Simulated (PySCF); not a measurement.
PySCF input (M06-L/def2-TZVPD):

```python
from pyscf import gto, scf, dft

mol = gto.M(
    atom='''
    Ge   -0.00000000   -0.00000000   -1.50938001
    I     0.00000000    0.00000000    0.91132378
    ''',
    basis='def2-tzvpd',
    ecp='def2-tzvp',
    charge=1,
    spin=0,
    verbose=4,
)

mf = dft.RKS(mol, xc='m06l').density_fit(auxbasis='def2-universal-jkfit')
mf.grids.level = 4
mf.conv_tol = 1e-9
mf.max_cycle = 100
mf.max_memory = 1500
mf.kernel()
if not mf.converged:
    mf = mf.newton()
    mf.kernel(mf.make_rdm1())
mf.analyze()
```

Output:

```
ECP def2-tzvp not found for  Ge
PySCF version 2.14.0

[INPUT] verbose = 4
[INPUT] num. atoms = 2
[INPUT] num. electrons = 56
[INPUT] charge = 1
[INPUT] spin (= nelec alpha-beta = 2S) = 0
[INPUT] symmetry False subgroup None
[INPUT] Mole.unit = angstrom
[INPUT] Symbol           X                Y                Z      unit          X                Y                Z       unit  Magmom
[INPUT]  1 Ge     0.000000000000   0.000000000000  -1.509380010000 AA    0.000000000000   0.000000000000  -2.852314836793 Bohr   0.0
[INPUT]  2 I      0.000000000000   0.000000000000   0.911323780000 AA    0.000000000000   0.000000000000   1.722152355003 Bohr   0.0

nuclear repulsion = 174.883755081823
number of shells = 37
number of NR pGTOs = 210
number of NR cGTOs = 113
basis = def2-tzvpd
ecp = def2-tzvp

******** <class 'pyscf.df.df_jk.DFRKS'> ********
method = DFRKS
initial guess = minao
damping factor = 0
level_shift factor = 0
DIIS = <class 'pyscf.scf.diis.CDIIS'>
diis_start_cycle = 1
diis_space = 8
diis_damp = 0
SCF conv_tol = 1e-09
SCF conv_tol_grad = None
SCF max_cycles = 100
direct_scf = False
XC library pyscf.dft.libxc version 7.1.2
    S. Lehtola, C. Steigemann, M. J. T. Oliveira, and M. A. L. Marques,  SoftwareX 7, 1–5 (2018)
XC functionals = m06l
    Y. Zhao and D. G. Truhlar,  J. Chem. Phys. 125, 194101 (2006)
    Y. Zhao and D. G. Truhlar,  J. Chem. Phys. 125, 194101 (2006)
    Y. Zhao and D. G. Truhlar,  Theor. Chem. Acc. 120, 215 (2008)
radial grids:
    Treutler-Ahlrichs [JCP 102, 346 (1995); DOI:10.1063/1.469408] (M4) radial grids

becke partition: Becke, JCP 88, 2547 (1988); DOI:10.1063/1.454033
pruning grids: <function nwchem_prune>
grids dens level: 4
symmetrized grids: False
atomic radii adjust function: <function treutler_atomic_radii_adjust>
small_rho_cutoff = 0
Set gradient conv threshold to 3.16228e-05
Initial guess from minao.
tot grids = 61776
init E= -2332.11791367869
  HOMO = -0.690316568533845  LUMO = -0.490650078590011  gap/eV = 5.43320
cycle= 1 E= -2372.20286944346  delta_E= -40.1  |g|= 3.54  |ddm|= 19.3
  HOMO = -0.25397902286734  LUMO = -0.213093853767527  gap/eV = 1.11254
cycle= 2 E= -2365.77623168103  delta_E= 6.43  |g|= 5.51  |ddm|= 10.8
  HOMO = -0.391196745108203  LUMO = -0.227579898051091  gap/eV = 4.45224
cycle= 3 E= -2374.13437035283  delta_E= -8.36  |g|= 1.08  |ddm|= 7.61
  HOMO = -0.487489790227235  LUMO = -0.352433521183242  gap/eV = 3.67507
cycle= 4 E= -2372.08563211296  delta_E= 2.05  |g|=  2.4  |ddm|= 3.92
  HOMO = -0.471560538956704  LUMO = -0.3430342773099  gap/eV = 3.49738
cycle= 5 E= -2374.56254905151  delta_E= -2.48  |g|= 0.324  |ddm|= 2.68
  HOMO = -0.456259598531698  LUMO = -0.356799850031587  gap/eV = 2.70644
cycle= 6 E= -2374.45342351212  delta_E= 0.109  |g|= 0.542  |ddm|= 0.713
  HOMO = -0.468291311316534  LUMO = -0.352804352197793  gap/eV = 3.14256
cycle= 7 E= -2374.56060393466  delta_E= -0.107  |g|= 0.191  |ddm|= 0.44
  HOMO = -0.476172631186376  LUMO = -0.348534566448973  gap/eV = 3.47321
cycle= 8 E= -2374.57471071576  delta_E= -0.0141  |g|= 0.0602  |ddm|= 0.225
  HOMO = -0.478483866126788  LUMO = -0.346819104677368  gap/eV = 3.58278
cycle= 9 E= -2374.576044954  delta_E= -0.00133  |g|= 0.00451  |ddm|= 0.0722
  HOMO = -0.479307867459542  LUMO = -0.346769738587512  gap/eV = 3.60655
cycle= 10 E= -2374.57604877525  delta_E= -3.82e-06  |g|= 0.00339  |ddm|= 0.0154
  HOMO = -0.478958360674004  LUMO = -0.346762587832492  gap/eV = 3.59723
cycle= 11 E= -2374.57605399527  delta_E= -5.22e-06  |g|= 0.000806  |ddm|= 0.00531
  HOMO = -0.478944907184931  LUMO = -0.346799855889702  gap/eV = 3.59585
cycle= 12 E= -2374.57605413608  delta_E= -1.41e-07  |g|= 0.000412  |ddm|= 0.00193
  HOMO = -0.478952140678993  LUMO = -0.346769717563833  gap/eV = 3.59687
cycle= 13 E= -2374.57605420738  delta_E= -7.13e-08  |g|= 5.41e-05  |ddm|= 0.000876
  HOMO = -0.478950754379412  LUMO = -0.346769656984716  gap/eV = 3.59683
cycle= 14 E= -2374.57605420647  delta_E= 9.15e-10  |g|= 0.000186  |ddm|= 0.000522
  HOMO = -0.478950425635178  LUMO = -0.346769591719015  gap/eV = 3.59682
cycle= 15 E= -2374.57605420832  delta_E= -1.85e-09  |g|= 2.43e-05  |ddm|= 0.000455
  HOMO = -0.478949973791619  LUMO = -0.346768850169407  gap/eV = 3.59683
cycle= 16 E= -2374.57605420841  delta_E= -9.19e-11  |g|= 1.65e-05  |ddm|= 7.01e-05
  HOMO = -0.478949716707242  LUMO = -0.3467691871002  gap/eV = 3.59682
Extra cycle  E= -2374.57605420722  delta_E= 1.19e-09  |g|= 0.000141  |ddm|= 0.000347
converged SCF energy = -2374.57605420722
**** SCF Summaries ****
Total Energy =                       -2374.576054207217567
Nuclear Repulsion Energy =             174.883755081822756
One-electron Energy =                -3747.690938921284669
Two-electron Energy =                 1198.231129632244574
Two-electron Coulomb Energy =         1299.400935884620367
DFT Exchange-Correlation Energy =     -101.169806252375849
HOMO-LUMO gap [eV] =                     3.596815415465234
**** MO energy ****
MO #1   energy= -398.35317944484   occ= 2
MO #2   energy= -49.9497213865491  occ= 2
MO #3   energy= -44.3710148489395  occ= 2
MO #4   energy= -44.3710148489393  occ= 2
MO #5   energy= -44.3685596191283  occ= 2
MO #6   energy= -6.99492205134638  occ= 2
MO #7   energy= -6.49885960244353  occ= 2
MO #8   energy= -5.02558158922711  occ= 2
MO #9   energy= -5.02339189067299  occ= 2
MO #10  energy= -5.02339189067293  occ= 2
MO #11  energy= -4.62302357313583  occ= 2
MO #12  energy= -4.62302357313579  occ= 2
MO #13  energy= -4.61531997328339  occ= 2
MO #14  energy= -2.09942990066012  occ= 2
MO #15  energy= -2.09861050808263  occ= 2
MO #16  energy= -2.09861050808261  occ= 2
MO #17  energy= -2.09702325077808  occ= 2
MO #18  energy= -2.09702053647411  occ= 2
MO #19  energy= -1.41106517104781  occ= 2
MO #20  energy= -1.41106465392844  occ= 2
MO #21  energy= -1.40563093876614  occ= 2
MO #22  energy= -1.40563093876589  occ= 2
MO #23  energy= -1.40442916938203  occ= 2
MO #24  energy= -0.88826777000871  occ= 2
MO #25  energy= -0.67670168614049  occ= 2
MO #26  energy= -0.491249300171617 occ= 2
MO #27  energy= -0.478949716707337 occ= 2
MO #28  energy= -0.478949716707242 occ= 2
MO #29  energy= -0.3467691871002   occ= 0
MO #30  energy= -0.346769187100164 occ= 0
MO #31  energy= -0.229412409571384 occ= 0
MO #32  energy= -0.134267738813925 occ= 0
MO #33  energy= -0.0969543685246071 occ= 0
MO #34  energy= -0.0969226348987336 occ= 0
MO #35  energy= -0.0930223946406644 occ= 0
MO #36  energy= -0.0930223946406316 occ= 0
MO #37  energy= -0.0912177447473801 occ= 0
MO #38  energy= -0.0692970186740748 occ= 0
MO #39  energy= -0.0692970186740638 occ= 0
MO #40  energy= -0.0679449183951509 occ= 0
MO #41  energy= -0.0228625195426012 occ= 0
MO #42  energy= -0.0228625195424179 occ= 0
MO #43  energy= -0.0185817050049545 occ= 0
MO #44  energy= -0.0184104793900917 occ= 0
MO #45  energy= -0.00361821056949585 occ= 0
MO #46  energy= 0.0280920042818328 occ= 0
MO #47  energy= 0.0827731064421051 occ= 0
MO #48  energy= 0.0883031999847655 occ= 0
MO #49  energy= 0.0883031999848145 occ= 0
MO #50  energy= 0.100401934509654  occ= 0
MO #51  energy= 0.100588592959023  occ= 0
MO #52  energy= 0.124434901131841  occ= 0
MO #53  energy= 0.124434901131987  occ= 0
MO #54  energy= 0.177637942427818  occ= 0
MO #55  energy= 0.183548165500481  occ= 0
MO #56  energy= 0.183666447018308  occ= 0
MO #57  energy= 0.204465778107364  occ= 0
MO #58  energy= 0.204465778107429  occ= 0
MO #59  energy= 0.231977156301038  occ= 0
MO #60  energy= 0.275013991411092  occ= 0
MO #61  energy= 0.275013991411321  occ= 0
MO #62  energy= 0.306770529740457  occ= 0
MO #63  energy= 0.335241980924095  occ= 0
MO #64  energy= 0.574206580125144  occ= 0
MO #65  energy= 0.574516890305771  occ= 0
MO #66  energy= 0.574516890305913  occ= 0
MO #67  energy= 0.590584176515373  occ= 0
MO #68  energy= 0.590593061314441  occ= 0
MO #69  energy= 0.629654818450901  occ= 0
MO #70  energy= 0.629654818451036  occ= 0
MO #71  energy= 0.646715315697349  occ= 0
MO #72  energy= 0.808321120358073  occ= 0
MO #73  energy= 0.808321120358249  occ= 0
MO #74  energy= 0.813002001119506  occ= 0
MO #75  energy= 0.813078673235881  occ= 0
MO #76  energy= 0.842071477766809  occ= 0
MO #77  energy= 0.842071477766818  occ= 0
MO #78  energy= 0.880072497604351  occ= 0
MO #79  energy= 0.880076191286188  occ= 0
MO #80  energy= 0.944373762208298  occ= 0
MO #81  energy= 0.995003998481296  occ= 0
MO #82  energy= 0.995003998481376  occ= 0
MO #83  energy= 1.10083632767947   occ= 0
MO #84  energy= 1.1567521495872    occ= 0
MO #85  energy= 1.15675214958734   occ= 0
MO #86  energy= 1.25916541256905   occ= 0
MO #87  energy= 1.27013242210182   occ= 0
MO #88  energy= 1.27013727926956   occ= 0
MO #89  energy= 1.28367165592062   occ= 0
MO #90  energy= 1.28367165592067   occ= 0
MO #91  energy= 1.47643934934723   occ= 0
MO #92  energy= 2.50652591533065   occ= 0
MO #93  energy= 2.50656221487881   occ= 0
MO #94  energy= 2.51640837042427   occ= 0
MO #95  energy= 2.51640837042436   occ= 0
MO #96  energy= 2.61015561478847   occ= 0
MO #97  energy= 2.76505636940966   occ= 0
MO #98  energy= 2.76505636940988   occ= 0
MO #99  energy= 2.77917114752016   occ= 0
MO #100 energy= 2.77917477941118   occ= 0
MO #101 energy= 2.89943738827135   occ= 0
MO #102 energy= 2.89943738827136   occ= 0
MO #103 energy= 2.91842660135291   occ= 0
MO #104 energy= 3.53485738750222   occ= 0
MO #105 energy= 3.53485738750228   occ= 0
MO #106 energy= 4.00454847369233   occ= 0
MO #107 energy= 4.08414207740844   occ= 0
MO #108 energy= 4.85156869681902   occ= 0
MO #109 energy= 34.5158899490287   occ= 0
MO #110 energy= 34.5158899490287   occ= 0
MO #111 energy= 34.6393109181364   occ= 0
MO #112 energy= 42.9605289409943   occ= 0
MO #113 energy= 116.142651417611   occ= 0

WARN: Weak orthogonality for localized orbitals 1.2594730431217216e-09

 ** Mulliken pop on meta-lowdin orthogonal AOs  **
 ** Mulliken pop  **
pop of  0 Ge 1s           1.99998
pop of  0 Ge 2s           1.99974
pop of  0 Ge 3s           1.99921
pop of  0 Ge 4s           1.98057
pop of  0 Ge 5s           0.04952
pop of  0 Ge 6s           0.00400
pop of  0 Ge 7s           0.01157
pop of  0 Ge 2px          1.99995
pop of  0 Ge 2py          1.99995
pop of  0 Ge 2pz          1.99995
pop of  0 Ge 3px          1.99989
pop of  0 Ge 3py          1.99989
pop of  0 Ge 3pz          1.99982
pop of  0 Ge 4px          0.46657
pop of  0 Ge 4py          0.46657
pop of  0 Ge 4pz          1.14585
pop of  0 Ge 5px          0.01192
pop of  0 Ge 5py          0.01192
pop of  0 Ge 5pz          0.02002
pop of  0 Ge 6px          0.00171
pop of  0 Ge 6py          0.00171
pop of  0 Ge 6pz          0.00440
pop of  0 Ge 3dxy         1.99969
pop of  0 Ge 3dyz         1.99960
pop of  0 Ge 3dz^2        1.99947
pop of  0 Ge 3dxz         1.99960
pop of  0 Ge 3dx2-y2      1.99969
pop of  0 Ge 4dxy         0.00017
pop of  0 Ge 4dyz         0.02710
pop of  0 Ge 4dz^2        0.05352
pop of  0 Ge 4dxz         0.02710
pop of  0 Ge 4dx2-y2      0.00017
pop of  0 Ge 5dxy         0.00011
pop of  0 Ge 5dyz         0.07128
pop of  0 Ge 5dz^2        0.07679
pop of  0 Ge 5dxz         0.07128
pop of  0 Ge 5dx2-y2      0.00050
pop of  0 Ge 6dxy         0.00001
pop of  0 Ge 6dyz         0.04292
pop of  0 Ge 6dz^2        0.01408
pop of  0 Ge 6dxz         0.04292
pop of  0 Ge 6dx2-y2      0.00007
pop of  0 Ge 7dxy         0.00004
pop of  0 Ge 7dyz         0.03073
pop of  0 Ge 7dz^2        0.01085
pop of  0 Ge 7dxz         0.03073
pop of  0 Ge 7dx2-y2      0.00114
pop of  0 Ge 4f-3         0.00000
pop of  0 Ge 4f-2         0.00000
pop of  0 Ge 4f-1         0.01739
pop of  0 Ge 4f+0         0.02785
pop of  0 Ge 4f+1         0.01739
pop of  0 Ge 4f+2         0.00000
pop of  0 Ge 4f+3         0.00000
pop of  1 I 4s            1.77178
pop of  1 I 5s            1.91852
pop of  1 I 6s            0.06501
pop of  1 I 7s            0.03322
pop of  1 I 8s            0.01757
pop of  1 I 9s            0.00043
pop of  1 I 10s           0.10464
pop of  1 I 4px           0.02160
pop of  1 I 4py           0.33216
pop of  1 I 4pz           0.33216
pop of  1 I 5px           1.63935
pop of  1 I 5py           1.69001
pop of  1 I 5pz           1.69001
pop of  1 I 6px           0.17209
pop of  1 I 6py           1.28031
pop of  1 I 6pz           1.28031
pop of  1 I 7px           0.56722
pop of  1 I 7py           0.02311
pop of  1 I 7pz           0.02311
pop of  1 I 8px           0.15160
pop of  1 I 8py           0.00718
pop of  1 I 8pz           0.00718
pop of  1 I 9px           0.12075
pop of  1 I 9py           0.00061
pop of  1 I 9pz           0.00061
pop of  1 I 4dxy          1.41194
pop of  1 I 4dyz          1.41331
pop of  1 I 4dz^2         1.41194
pop of  1 I 4dxz          1.41181
pop of  1 I 4dx2-y2       1.99412
pop of  1 I 5dxy          0.23113
pop of  1 I 5dyz          0.23165
pop of  1 I 5dz^2         0.23113
pop of  1 I 5dxz          0.24409
pop of  1 I 5dx2-y2       0.00271
pop of  1 I 6dxy          0.17390
pop of  1 I 6dyz          0.18109
pop of  1 I 6dz^2         0.17390
pop of  1 I 6dxz          0.17862
pop of  1 I 6dx2-y2       0.00300
pop of  1 I 7dxy          0.18034
pop of  1 I 7dyz          0.19147
pop of  1 I 7dz^2         0.18034
pop of  1 I 7dxz          0.16392
pop of  1 I 7dx2-y2       0.00015
pop of  1 I 4f-3          0.00000
pop of  1 I 4f-2          0.00000
pop of  1 I 4f-1          0.00014
pop of  1 I 4f+0          0.00014
pop of  1 I 4f+1          0.00014
pop of  1 I 4f+2          0.00000
pop of  1 I 4f+3          0.00000
pop of  1 I 5f-3          0.00000
pop of  1 I 5f-2          0.00000
pop of  1 I 5f-1          0.00010
pop of  1 I 5f+0          0.00137
pop of  1 I 5f+1          0.00010
pop of  1 I 5f+2          0.00000
pop of  1 I 5f+3          0.00000
 ** Mulliken atomic charges  **
charge of    0Ge =     -0.73691
charge of    1I =      1.73691

WARN: System has nonzero charge 1; the dipole moment is origin-dependent.
Location of origin: [0. 0. 0.]

Dipole moment(X, Y, Z, Debye):  0.00000,  0.00000, -2.98597
```
